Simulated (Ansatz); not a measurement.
C$_{6}$H$_{15}$ClGeO$_{3}$ (`CC[O][Ge]([Cl])([O]CC)[O]CC`), relaxed with RKS PBE0-D4/def2-TZVP in Ansatz from a PBE-D4/def2-SVP geometry. The force threshold is 0.005 eV/Å; the program also tests the step.

The species carries charge 0 and has multiplicity 1.

Start:

```xyz
26

C    -3.152   -0.521    1.780
C    -2.150    0.511    1.293
O    -1.302   -0.108    0.316
Ge   -0.005    0.841   -0.459
Cl   -0.830    2.661   -1.293
O     1.252    1.337    0.691
C     1.963    0.303    1.397
C     2.787    0.957    2.491
O     0.719   -0.198   -1.698
C    -0.099   -0.724   -2.755
C     0.803   -1.448   -3.737
H    -3.827   -0.081    2.542
H    -3.769   -0.892    0.937
H    -2.631   -1.388    2.232
H    -2.675    1.387    0.848
H    -1.543    0.895    2.147
H     1.249   -0.434    1.833
H     2.619   -0.255    0.691
H     3.368    0.195    3.049
H     3.495    1.690    2.057
H     2.132    1.493    3.207
H    -0.647    0.101   -3.266
H    -0.864   -1.418   -2.336
H     0.207   -1.887   -4.563
H     1.546   -0.750   -4.173
H     1.354   -2.266   -3.230
```

```
step  energy (eV)  largest force (eV/Å)  largest move (Å)
   1  -81632.0401                 0.580             0.000
   2  -81632.1558                 0.296             0.048
   3  -81632.1695                 0.069             0.022
   4  -81632.1701                 0.019             0.007
   5  -81632.1706                 0.029             0.021
   6  -81632.1709                 0.026             0.022
   7  -81632.1711                 0.013             0.033
   8  -81632.1714                 0.014             0.039
   9  -81632.1716                 0.016             0.031
  10  -81632.1717                 0.022             0.030
  11  -81632.1718                 0.015             0.009
  12  -81632.1718                 0.007             0.007
  13  -81632.1719                 0.004             0.017
  14  -81632.1719                 0.004             0.012
  15  -81632.1719                 0.002             0.006
```

End:

```xyz
26

C    -3.181   -0.572    1.681
C    -2.193    0.486    1.261
O    -1.324   -0.071    0.283
Ge   -0.031    0.890   -0.412
Cl   -0.825    2.718   -1.172
O     1.189    1.340    0.755
C     1.964    0.310    1.365
C     2.867    0.944    2.392
O     0.706   -0.081   -1.660
C    -0.093   -0.644   -2.696
C     0.796   -1.482   -3.579
H    -3.866   -0.173    2.433
H    -3.767   -0.909    0.824
H    -2.665   -1.435    2.106
H    -2.716    1.355    0.846
H    -1.614    0.833    2.127
H     1.306   -0.429    1.840
H     2.554   -0.213    0.604
H     3.482    0.182    2.877
H     3.527    1.674    1.920
H     2.280    1.456    3.157
H    -0.563    0.158   -3.280
H    -0.893   -1.254   -2.262
H     0.213   -1.924   -4.390
H     1.589   -0.871   -4.015
H     1.257   -2.287   -3.005
```

Run time 24 s (11 threads of an AMD EPYC 7R13 on a shared host and a whole NVIDIA H100 80 GB); peak host memory 1.2 GiB.
